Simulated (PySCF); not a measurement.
Does the answer move with the share of exact exchange?

C₃H₇BO₂.
SMILES: `B1(OCCO1)C`

PySCF, def2-SVPD basis, density fitting, gas phase, PBE0-D3(BJ)/def2-SVP geometry; singlet excitations by full TDDFT with frozen cores, triplets by Tamm–Dancoff TDDFT and ionisation energies by ΔSCF, from the lowest of the holes tried. One functional is left out:

```json
{"functional": "LDA", "exact exchange (%)": "0", "HOMO energy (eV)": "-6.56", "LUMO energy (eV)": "-0.42", "lowest singlet excitation (eV)": "6.15", "lowest triplet excitation (eV)": "6.07", "dipole moment (D)": "1.655", "mean polarisability (au)": "57.7", "vertical ionisation energy (eV)": "9.85"}
{"functional": "PBE", "exact exchange (%)": "0", "HOMO energy (eV)": "-6.46", "LUMO energy (eV)": "-0.36", "lowest singlet excitation (eV)": "6.11", "lowest triplet excitation (eV)": "6.02", "dipole moment (D)": "1.603", "mean polarisability (au)": "57.1", "vertical ionisation energy (eV)": "9.73"}
{"functional": "B3LYP", "exact exchange (%)": "20", "HOMO energy (eV)": "-7.75", "LUMO energy (eV)": "0.02", "lowest singlet excitation (eV)": "6.78", "lowest triplet excitation (eV)": "6.66", "dipole moment (D)": "1.690", "mean polarisability (au)": "55.0", "vertical ionisation energy (eV)": "10.16"}
{"functional": "BHandHLYP", "exact exchange (%)": "50", "HOMO energy (eV)": "-9.45", "LUMO energy (eV)": "0.71", "lowest singlet excitation (eV)": "7.66", "lowest triplet excitation (eV)": "7.49", "dipole moment (D)": "1.727", "mean polarisability (au)": "52.6", "vertical ionisation energy (eV)": "10.48"}
```

Question: Predict the row of PBE0 (25 % exact exchange) by straight lines through the other rows, and check it.

Answer: 
| property | line | computed | computed − line | B3LYP (20 %), for comparison |
| --- | --- | --- | --- | --- |
| HOMO energy (eV) | -8.00 | -7.96 | +0.04 | -7.75 |
| LUMO energy (eV) | 0.15 | 0.29 | +0.14 | 0.02 |
| lowest singlet excitation (eV) | 6.90 | 7.01 | +0.11 | 6.78 |
| lowest triplet excitation (eV) | 6.78 | 6.86 | +0.08 | 6.66 |
| dipole moment (D) | 1.684 | 1.639 | -0.045 | 1.690 |
| mean polarisability (au) | 54.9 | 54.4 | -0.5 | 55.0 |
| vertical ionisation energy (eV) | 10.16 | 10.15 | -0.01 | 10.16 |
